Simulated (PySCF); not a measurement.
Input file for PySCF: R-M06-2X/def2-TZVPP on Cl2Si (SMILES Cl[Si]Cl).

```python
from pyscf import gto, dft

mol = gto.M(
    atom='''
    Si    0.00000000   -0.88154723    0.00000000
    Cl    1.62336259    0.44082362   -0.00000000
    Cl   -1.62336259    0.44082362   -0.00000000
    ''',
    basis='def2-tzvpp',
    charge=0, spin=0, verbose=4, max_memory=1800)
mf = dft.RKS(mol, xc='m062x').density_fit(auxbasis='def2-universal-jkfit')
mf.grids.level = 4
mf.conv_tol = 1e-9
mf.max_cycle = 150
mf.kernel()
mf.dip_moment()
```

Output:

```
PySCF version 2.14.0

[INPUT] verbose = 4
[INPUT] num. atoms = 3
[INPUT] num. electrons = 48
[INPUT] charge = 0
[INPUT] spin (= nelec alpha-beta = 2S) = 0
[INPUT] symmetry False subgroup None
[INPUT] Mole.unit = angstrom
[INPUT] Symbol           X                Y                Z      unit          X                Y                Z       unit  Magmom
[INPUT]  1 Si     0.000000000000  -0.881547230000   0.000000000000 AA    0.000000000000  -1.665882830569   0.000000000000 Bohr   0.0
[INPUT]  2 Cl     1.623362590000   0.440823620000   0.000000000000 AA    3.067710695965   0.833035911039   0.000000000000 Bohr   0.0
[INPUT]  3 Cl    -1.623362590000   0.440823620000   0.000000000000 AA   -3.067710695965   0.833035911039   0.000000000000 Bohr   0.0

nuclear repulsion = 167.405920670088
number of shells = 42
number of NR pGTOs = 189
number of NR cGTOs = 126
basis = def2-tzvpp
ecp = {}


******** <class 'pyscf.df.df_jk.DFRKS'> ********
method = DFRKS
initial guess = minao
damping factor = 0
level_shift factor = 0
DIIS = <class 'pyscf.scf.diis.CDIIS'>
diis_start_cycle = 1
diis_space = 8
diis_damp = 0
SCF conv_tol = 1e-09
SCF conv_tol_grad = None
SCF max_cycles = 150
direct_scf = False
XC library pyscf.dft.libxc version 7.1.2
    S. Lehtola, C. Steigemann, M. J. T. Oliveira, and M. A. L. Marques,  SoftwareX 7, 1–5 (2018)
XC functionals = m062x
    Y. Zhao and D. G. Truhlar,  Theor. Chem. Acc. 120, 215 (2008)
    Y. Zhao and D. G. Truhlar,  Theor. Chem. Acc. 120, 215 (2008)
radial grids:
    Treutler-Ahlrichs [JCP 102, 346 (1995); DOI:10.1063/1.469408] (M4) radial grids

becke partition: Becke, JCP 88, 2547 (1988); DOI:10.1063/1.454033
pruning grids: <function nwchem_prune>
grids dens level: 4
symmetrized grids: False
atomic radii adjust function: <function treutler_atomic_radii_adjust>
small_rho_cutoff = 0
Set gradient conv threshold to 3.16228e-05
Initial guess from minao.
tot grids = 86304
******** <class 'pyscf.df.df.DF'> ********
auxbasis = def2-universal-jkfit
init E= -1210.03860005756
  HOMO = -0.268729294582876  LUMO = -0.0926673501154482  gap/eV = 4.79089
cycle= 1 E= -1209.90226875376  delta_E= 0.136  |g|= 0.379  |ddm|= 1.53
  HOMO = -0.339223509328845  LUMO = -0.119304998651941  gap/eV = 5.98429
cycle= 2 E= -1209.8959462518  delta_E= 0.00632  |g|= 0.451  |ddm|= 0.852
  HOMO = -0.32596428719512  LUMO = -0.0805524938742721  gap/eV = 6.67800
cycle= 3 E= -1209.94974434336  delta_E= -0.0538  |g|= 0.0235  |ddm|= 0.387
  HOMO = -0.325333425958561  LUMO = -0.0775195869464866  gap/eV = 6.74336
cycle= 4 E= -1209.94987594674  delta_E= -0.000132  |g|= 0.00649  |ddm|= 0.0299
  HOMO = -0.324741867991328  LUMO = -0.0764834280778253  gap/eV = 6.75546
cycle= 5 E= -1209.94989584637  delta_E= -1.99e-05  |g|= 0.00321  |ddm|= 0.0151
  HOMO = -0.325042906147491  LUMO = -0.0767674077321807  gap/eV = 6.75592
cycle= 6 E= -1209.94989915893  delta_E= -3.31e-06  |g|= 0.00058  |ddm|= 0.00391
  HOMO = -0.325028133393285  LUMO = -0.0767808875920721  gap/eV = 6.75515
cycle= 7 E= -1209.94989939613  delta_E= -2.37e-07  |g|= 0.000181  |ddm|= 0.00161
  HOMO = -0.325027567470507  LUMO = -0.0767825961263959  gap/eV = 6.75509
cycle= 8 E= -1209.94989940851  delta_E= -1.24e-08  |g|= 4.57e-05  |ddm|= 0.000252
  HOMO = -0.325027606116098  LUMO = -0.0767815271041528  gap/eV = 6.75512
cycle= 9 E= -1209.94989940932  delta_E= -8.12e-10  |g|= 1.25e-05  |ddm|= 5.37e-05
  HOMO = -0.325027109488694  LUMO = -0.0767817116398746  gap/eV = 6.75510
Extra cycle  E= -1209.94989940937  delta_E= -4.23e-11  |g|= 7.63e-06  |ddm|= 1.61e-05
converged SCF energy = -1209.94989940937
Dipole moment(X, Y, Z, Debye): -0.00000, -1.21951,  0.00000
```

The run converged.

Cost: very roughly 13 core-seconds.
